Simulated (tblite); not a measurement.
Compound: C3H11ClSi3.
Structure used (GFN2-xTB), in Å, numbered top down from 1:
```
atom  x, y, z in Å
Si1   -2.072    1.627   -0.410
C2    -1.882    0.007    0.525
C3    -1.128   -1.013    0.144
Cl4   -1.058   -2.443    1.157
Si5   -0.003   -1.218   -1.365
C6     1.790   -1.050   -0.766
Si7    2.244    0.637   -0.015
H8    -2.885    2.512    0.431
H9    -0.770    2.249   -0.653
H10   -2.768    1.400   -1.679
H11   -2.439   -0.080    1.452
H12   -0.342   -0.197   -2.361
H13   -0.253   -2.560   -1.905
H14    1.985   -1.825   -0.025
H15    2.457   -1.258   -1.602
H16    3.638    0.601    0.442
H17    1.372    0.935    1.123
H18    2.106    1.679   -1.035
```

Computed values, GFN2-xTB/tblite, gas phase, harmonic and unscaled. The method is semi-empirical: single wavenumbers can be off by several per cent or more. Modes of hydrogen on silicon can be 10 to 20 % off. One conformer, not necessarily the lowest.

Harmonic wavenumbers (cm⁻¹): 32.6, 56.2, 69.6, 99.0, 132.3, 147.8, 154.9, 193.5, 212.8, 309.3, 370.7, 458.5, 488.6, 493.6, 516.9, 539.1, 556.0, 600.7, 646.2, 701.3, 736.7, 761.8, 775.7, 781.7, 786.5, 786.8, 793.6, 801.2, 810.0, 819.8, 831.3, 857.7, 1018.7, 1133.2, 1249.9, 1449.6, 1626.8, 2220.7, 2232.8, 2235.5, 2243.6, 2245.9, 2250.1, 2259.0, 2261.3, 2974.4, 2985.4, 3009.0.

A = 1061, B = 915.4, C = 617.1 MHz; mass 165.986 u (most abundant isotopes); point group C1, symmetry number 1.

Task: Zero-point energy?

Result: Half the sum of the wavenumbers: 24859 cm⁻¹ = 71.08 kcal/mol.

Task: Entropy at 273.15 K, 1 bar (ideal gas, RRHO, classical rotation)?

Result: Translation 40.82, rotation 30.40, vibration 37.16: S = 108.4 cal/(mol K).

Task: And Cp and H(273.15 K) − H(0)?

Result: Cp = 44.62 cal/(mol K), of which vibrations give 36.67 (their classical limit is 48 R = 95.4); H(273.15 K) − H(0) = 7.37 kcal/mol without the zero-point energy, 5.20 from vibrations.

Task: How do the functions run with temperature in this model?

Result: 
```
 T (K)  S (cal/(mol K))  Cp (cal/(mol K))  H − H(0) (kcal/mol)  G − H(0) (kcal/mol)  ln q(vib)
   150             86.8              28.8                 2.84               -10.18       4.71
   250            104.6              41.8                 6.37               -19.77       8.31
298.15            112.4              47.5                 8.52               -24.99      10.00
   400            127.8              57.1                13.87               -37.24      13.49
   600            153.5              69.8                26.66               -65.46      19.91
   900            184.2              81.4                49.49              -116.32      28.43
```

q(vib) and H(0) count from the zero-point level.

Task: What must be added to the electronic energy to get the Gibbs energy at 273.15 K and 1 bar?

Result: ZPE + [H(273.15 K) − H(0)] − T·S = 71.08 + 7.37 − 29.61 = 48.84 kcal/mol.

Task: Blend soft modes into free rotors: weight 1/[1 + (100 cm⁻¹/ν̃)⁴] for the oscillator and the rest for a rotor with moment μB/(μ + B), μ = h/(8π²ν), B = 10⁻⁴⁴ kg m². What vibrational entropy results?

Result: 33.55 cal/(mol K) in place of 37.16, which changes −T·S at 273.15 K by +0.99 kcal/mol.

Task: Which modes carry the vibrational entropy at 273.15 K?

Result: 32.6 cm⁻¹: 5.49; 56.2 cm⁻¹: 4.41; 69.6 cm⁻¹: 3.99; 99.0 cm⁻¹: 3.30; 132.3 cm⁻¹: 2.74; 147.8 cm⁻¹: 2.53 cal/(mol K); the other 42 give 14.69 together.

Hindered rotation and anharmonicity are outside this model. Other conformers, if any are populated, would add a mixing term that is left out. The structure is chiral; the term R ln 2 for an equal mix with its mirror image is left out.

The run took 0.98 s on an Arm Neoverse V1 with one thread, no GPU, shared host. The figure is for the frequency step alone.
